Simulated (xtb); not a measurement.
propylene glycol (C₃H₈O₂), singlet, from a rough starting geometry; GFN2-xTB (xtb 6.7.1).

The xtb input:
```
$ xtb mol.xyz --gfn 2 --opt vtight --json

# file mol.xyz
13

C      1.47755831     0.18712419     0.23772661
C      0.04139486     0.33568464    -0.28465370
O     -0.60855680     1.43460318     0.32727134
C     -0.71527938    -0.88770762    -0.19560484
O     -2.03487306    -0.79564851    -0.79599774
H      2.07682969     1.18742582     0.19678436
H      1.48811232    -0.10230672     1.35680883
H      2.01188066    -0.53100685    -0.30123176
H      0.13239019     0.66060807    -1.35030976
H     -0.55304554     1.24237967     1.30095003
H     -0.24271938    -1.70956694    -0.77069882
H     -0.77091728    -1.24131982     0.85000853
H     -2.30532288     0.16734857    -0.47922723
```

The log (banner, timings and long lists left out):

```
   ID    Z sym.   atoms
    1    6 C      1, 2, 4
    2    8 O      3, 5
    3    1 H      6-13

           -------------------------------------------------
          |                Calculation Setup                |
           -------------------------------------------------

           -------------------------------------------------
          |                 G F N 2 - x T B                 |
           -------------------------------------------------

          ...................................................
          :                      SETUP                      :
          :.................................................:
          :  # basis functions                  28          :
          :  # atomic orbitals                  28          :
          :  # shells                           18          :
          :  # electrons                        32          :
          :  max. iterations                   250          :
          :  Hamiltonian                  GFN2-xTB          :
          :  restarted?                      false          :
          :  GBSA solvation                  false          :
          :  PC potential                    false          :
          :  electronic temp.          300.0000000     K    :
          :  accuracy                    1.0000000          :
          :  -> integral cutoff          0.2500000E+02      :
          :  -> integral neglect         0.1000000E-07      :
          :  -> SCF convergence          0.1000000E-05 Eh   :
          :  -> wf. convergence          0.1000000E-03 e    :
          :  Broyden damping             0.4000000          :
          :  net charge                          0          :
          :  unpaired electrons                  0          :
          ...................................................

 iter      E             dE          RMSdq      gap      omega  full diag
   1    -18.7232814 -0.187233E+02  0.393E+00   10.97       0.0  T
   2    -18.7554873 -0.322059E-01  0.209E+00   10.58       1.0  T
   3    -18.7562229 -0.735618E-03  0.850E-01   10.67       1.0  T
   4    -18.7566695 -0.446583E-03  0.134E-01   10.65       1.0  T
   5    -18.7567025 -0.330126E-04  0.687E-02   10.67       1.0  T
   6    -18.7567047 -0.221260E-05  0.164E-02   10.68       1.7  T
   7    -18.7567051 -0.367801E-06  0.546E-03   10.67       5.1  T
   8    -18.7567052 -0.459374E-07  0.226E-03   10.67      12.3  T
   9    -18.7567052 -0.286477E-08  0.447E-04   10.67      62.0  T
  10    -18.7567052 -0.406004E-09  0.172E-04   10.67     160.8  T

   *** convergence criteria satisfied after 10 iterations ***

         :::::::::::::::::::::::::::::::::::::::::::::::::::::
         ::                     SUMMARY                     ::
         :::::::::::::::::::::::::::::::::::::::::::::::::::::
         :: total energy             -18.602018082323 Eh    ::
         :: gradient norm              0.161058740321 Eh/a0 ::
         :: HOMO-LUMO gap             10.673325726668 eV    ::
         ::.................................................::
         :: SCC energy               -18.756699774303 Eh    ::
         :: -> isotropic ES            0.051101292786 Eh    ::
         :: -> anisotropic ES          0.002946529415 Eh    ::
         :: -> anisotropic XC          0.002235574245 Eh    ::
         :: -> dispersion             -0.005939393610 Eh    ::
         :: repulsion energy           0.154681691980 Eh    ::
         :: add. restraining           0.000000000000 Eh    ::
         :: total charge              -0.000000000000 e     ::
         :::::::::::::::::::::::::::::::::::::::::::::::::::::

      -----------------------------------------------------------
     |                   =====================                   |
     |                        A N C O P T                        |
     |                   =====================                   |
     |               Approximate Normal Coordinate               |
     |                Rational Function Optimizer                |
      -----------------------------------------------------------
      -----------------------------------------------------------
     |                   =====================                   |
     |                        A N C O P T                        |
     |                   =====================                   |
     |               Approximate Normal Coordinate               |
     |                Rational Function Optimizer                |
      -----------------------------------------------------------

          ...................................................
          :                      SETUP                      :
          :.................................................:
          :   optimization level         verytight          :
          :   max. optcycles                   260          :
          :   ANC micro-cycles                  20          :
          :   degrees of freedom                33          :
          :.................................................:
          :   RF solver                   davidson          :
          :   write xtbopt.log                true          :
          :   linear?                        false          :
          :   energy convergence         0.1000000E-06 Eh   :
          :   grad. convergence          0.2000000E-03 Eh/α :
          :   maxmium RF displ.          1.0000000          :
          :   Hlow (freq-cutoff)         0.1000000E-01      :
          :   Hmax (freq-cutoff)         5.0000000          :
          :   S6 in model hess.         20.0000000          :
          ...................................................

generating ANC from exact Hessian ...
Using Lindh-Hessian (1995)
 Shifting diagonal of input Hessian by    3.9926459440021451E-003
 Lowest  eigenvalues of input Hessian
    0.000000    0.000000    0.000000    0.000000    0.000000    0.000000
[...]
 * total energy  :   -18.6020181 Eh     change       -0.8831691E-10 Eh
 * total energy  :   -18.6194344 Eh     change       -0.1741632E-01 Eh
 * total energy  :   -18.6221629 Eh     change       -0.2728499E-02 Eh
 * total energy  :   -18.6223890 Eh     change       -0.2260731E-03 Eh
 * total energy  :   -18.6224303 Eh     change       -0.4127639E-04 Eh
 * total energy  :   -18.6224371 Eh     change       -0.6807591E-05 Eh
 * total energy  :   -18.6224385 Eh     change       -0.1483582E-05 Eh
 * total energy  :   -18.6224395 Eh     change       -0.9617062E-06 Eh
 * total energy  :   -18.6224400 Eh     change       -0.5020886E-06 Eh
 * total energy  :   -18.6224401 Eh     change       -0.7112611E-07 Eh
   *** GEOMETRY OPTIMIZATION CONVERGED AFTER 10 ITERATIONS ***
         :: total energy             -18.622440078238 Eh    ::
[...]
         :: -> anisotropic ES          0.001899846840 Eh    ::
         :: -> anisotropic XC          0.000843965077 Eh    ::
         :: -> dispersion             -0.005950951308 Eh    ::
         :: repulsion energy           0.172349652805 Eh    ::
         :: add. restraining           0.000000000000 Eh    ::
         :: total charge              -0.000000000000 e     ::
         :::::::::::::::::::::::::::::::::::::::::::::::::::::

           -------------------------------------------------
          |                Property Printout                |
           -------------------------------------------------

    * Orbital Energies and Occupations

         #    Occupation            Energy/Eh            Energy/eV
      -------------------------------------------------------------
         1        2.0000           -0.7018036             -19.0970
       ...           ...                  ...                  ...
         4        2.0000           -0.6158293             -16.7576
         5        2.0000           -0.6093179             -16.5804
         6        2.0000           -0.5768317             -15.6964
         7        2.0000           -0.5508783             -14.9902
         8        2.0000           -0.5447031             -14.8221
         9        2.0000           -0.5268271             -14.3357
        10        2.0000           -0.5119990             -13.9322
        11        2.0000           -0.4888297             -13.3017
        12        2.0000           -0.4830058             -13.1433
        13        2.0000           -0.4666992             -12.6995
        14        2.0000           -0.4536201             -12.3436
        15        2.0000           -0.4291771             -11.6785
        16        2.0000           -0.4066687             -11.0660 (HOMO)
        17                          0.0281438               0.7658 (LUMO)
        18                          0.0611537               1.6641
        19                          0.0870632               2.3691
        20                          0.1072301               2.9179
        21                          0.1298336               3.5330
        22                          0.1592394               4.3331
        23                          0.1699304               4.6240
        24                          0.1911712               5.2020
        25                          0.2171741               5.9096
        26                          0.2259463               6.1483
        27                          0.2471990               6.7266
        28                          0.2713373               7.3835
      -------------------------------------------------------------
                  HL-Gap            0.4348125 Eh           11.8319 eV
             Fermi-level           -0.1892624 Eh           -5.1501 eV

     #   Z          covCN         q      C6AA      α(0)
     1   6 C        3.752    -0.126    22.975     6.835
     2   6 C        3.723     0.099    19.045     6.232
     3   8 O        1.655    -0.449    21.833     6.308
     4   6 C        3.674     0.068    19.666     6.355
     5   8 O        1.655    -0.442    21.679     6.285
     6   1 H        0.925     0.056     2.241     2.341
     7   1 H        0.925     0.039     2.460     2.453
     8   1 H        0.925     0.046     2.374     2.410
     9   1 H        0.924     0.054     2.269     2.355
    10   1 H        0.805     0.289     0.755     1.365
    11   1 H        0.924     0.045     2.386     2.416
    12   1 H        0.923     0.018     2.771     2.603
    13   1 H        0.805     0.303     0.711     1.325

 Mol. C6AA /au·bohr⁶  :       1146.531048
 Mol. C8AA /au·bohr⁸  :      23408.671141
 Mol. α(0) /au        :         49.282854

Wiberg/Mayer (AO) data.
largest (>0.10) Wiberg bond orders for each atom

 ---------------------------------------------------------------------------
     #   Z sym  total        # sym  WBO       # sym  WBO       # sym  WBO
 ---------------------------------------------------------------------------
     1   6 C    3.995 --     2 C    1.003     8 H    0.985     7 H    0.985
                             6 H    0.984
     2   6 C    3.953 --     1 C    1.003     3 O    0.987     4 C    0.976
                             9 H    0.962
     3   8 O    1.970 --     2 C    0.987    10 H    0.899
     4   6 C    3.963 --     5 O    1.010     2 C    0.976    11 H    0.972
                            12 H    0.965
     5   8 O    1.957 --     4 C    1.010    13 H    0.885
     6   1 H    0.997 --     1 C    0.984
     7   1 H    0.998 --     1 C    0.985
     8   1 H    0.998 --     1 C    0.985
     9   1 H    0.997 --     2 C    0.962
    10   1 H    0.917 --     3 O    0.899
    11   1 H    0.998 --     4 C    0.972
    12   1 H    1.000 --     4 C    0.965
    13   1 H    0.908 --     5 O    0.885
 ---------------------------------------------------------------------------

Topologies differ in total number of bonds
Writing topology from bond orders to xtbtopo.mol

molecular dipole:
                 x           y           z       tot (Debye)
 q only:        0.599       0.048       0.516
   full:        0.748       0.075       0.786       2.763
molecular quadrupole (traceless):
                xx          xy          yy          xz          yz          zz
 q only:       -0.165      -2.486      -2.146      -2.236      -0.047       2.311
  q+dip:       -1.787      -2.876      -2.650      -3.733      -0.518       4.437
   full:       -1.261      -3.265      -2.711      -3.479      -0.259       3.972

optimized geometry written to: xtbopt.xyz

           -------------------------------------------------
          | TOTAL ENERGY              -18.622440078238 Eh   |
          | GRADIENT NORM               0.000079452725 Eh/α |
          | HOMO-LUMO GAP              11.831851684744 eV   |
           -------------------------------------------------

normal termination of xtb
```
